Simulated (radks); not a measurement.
The numbers below are computed, except where a source is named.
Spin polarisation of the 4d1 shell in the zirconium ion Zr3+. Start: [Kr] 4d(up 0.5, down 0.5); electrons of 4d are moved from spin down to spin up, other shells keep equal spins. Level of theory: non-relativistic Kohn-Sham, BLYP, spin-polarised, spherical densities, point nucleus (a radial shooting solver on a logarithmic mesh with Libxc functionals).

\begin{tabular}{lrrrr}
moment (Bohr magnetons) & E - E(0) (eV) & e(4d up) (eV) & e(4d down) (eV) & 4p down minus up (eV) \\ \hline
0 & 0.000 & -28.513 & -28.513 & 0.000 \\
0.25 & -0.012 & -28.609 & -28.413 & 0.187 \\
0.5 & -0.049 & -28.700 & -28.309 & 0.372 \\
0.75 & -0.110 & -28.786 & -28.204 & 0.557 \\
1 & -0.194 & -28.865 & -28.098 & 0.740 \\
\end{tabular}

At moment 1 the spin-polarisation energy is -0.194 eV and the 4d exchange splitting 0.766 eV, that is 0.766 eV per Bohr magneton; E = -I m^2/4 would give I = 0.777 eV.
